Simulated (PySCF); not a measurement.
Optical rotation: `C#C[C@@H]1C=C[C@@H]1CS`, C7H8S

Molfile (atoms numbered from 1):
```
C7H8S
     RDKit          3D

 16 16  0  0  0  0  0  0  0  0999 V2000
   -2.1476   -1.4195    1.3050 C   0  0  0  0  0  0  0  0  0  0  0  0
   -1.6184   -0.8918    0.3695 C   0  0  0  0  0  0  0  0  0  0  0  0
   -0.9639   -0.2787   -0.7582 C   0  0  2  0  0  0  0  0  0  0  0  0
    0.0120   -1.1493   -1.5220 C   0  0  0  0  0  0  0  0  0  0  0  0
    1.0622   -0.3789   -1.2653 C   0  0  0  0  0  0  0  0  0  0  0  0
    0.2861    0.6195   -0.4442 C   0  0  2  0  0  0  0  0  0  0  0  0
    0.6660    0.7182    1.0186 C   0  0  0  0  0  0  0  0  0  0  0  0
    2.2611    1.5785    1.2509 S   0  0  0  0  0  0  0  0  0  0  0  0
   -2.6224   -1.8742    2.1221 H   0  0  0  0  0  0  0  0  0  0  0  0
   -1.7065    0.2214   -1.3868 H   0  0  0  0  0  0  0  0  0  0  0  0
   -0.1467   -2.0603   -2.0682 H   0  0  0  0  0  0  0  0  0  0  0  0
    2.1051   -0.4113   -1.5203 H   0  0  0  0  0  0  0  0  0  0  0  0
    0.2202    1.6185   -0.8857 H   0  0  0  0  0  0  0  0  0  0  0  0
    0.8108   -0.2728    1.4481 H   0  0  0  0  0  0  0  0  0  0  0  0
   -0.0957    1.2473    1.5927 H   0  0  0  0  0  0  0  0  0  0  0  0
    1.8702    2.7425    0.7325 H   0  0  0  0  0  0  0  0  0  0  0  0
  1  2  3  0
  2  3  1  0
  3  4  1  0
  4  5  2  0
  5  6  1  0
  6  7  1  0
  7  8  1  0
  6  3  1  0
  1  9  1  0
  3 10  1  6
  4 11  1  0
  5 12  1  0
  6 13  1  6
  7 14  1  0
  7 15  1  0
  8 16  1  0
M  END
```

Theory: TDDFT CAM-B3LYP/def2-SVPD circular dichroism and optical rotation, one conformer, gas phase in PySCF 2.14.0. Geometry: GFN2-xTB.

The molecule is flexible and this is one conformer; a measurement averages over conformers.

Stereocentres: C3 R, C6 S.

(1) Give the optical rotatory dispersion at 633, 589.3, 546, 436, 405, 365, 355 nm.

(2) And for the mirror image at 589.3 nm?

(3) What is the molar rotation [Φ] = [α]·M/100 of the geometry above at 589.3 nm?

Answers

(1) [α] in deg dm⁻¹ (g/mL)⁻¹:
```tsv
λ (nm)	origin-invariant length gauge	modified velocity gauge	length gauge (centre of mass)	isotropic polarisability (au)
633	+67.5	+73.3	+65.6	99.8
589.3	+78.1	+84.9	+75.9	100.2
546	+91.4	+99.5	+88.8	100.7
436	+145.7	+160.1	+141.3	103.0
405	+170.2	+187.9	+164.9	104.0
365	+212.9	+237.1	+205.8	105.9
355	+226.3	+252.8	+218.7	106.5
```

(2) -78.1 deg dm⁻¹ (g/mL)⁻¹ (origin-invariant length gauge): the same size and the opposite sign.

(3) With M = 124.20 g/mol, +97.0 deg cm² dmol⁻¹ (origin-invariant length gauge).

The first excitation lies at 5.53 eV (224 nm) with R = +6.3 × 10⁻⁴⁰ esu² cm² (velocity form).
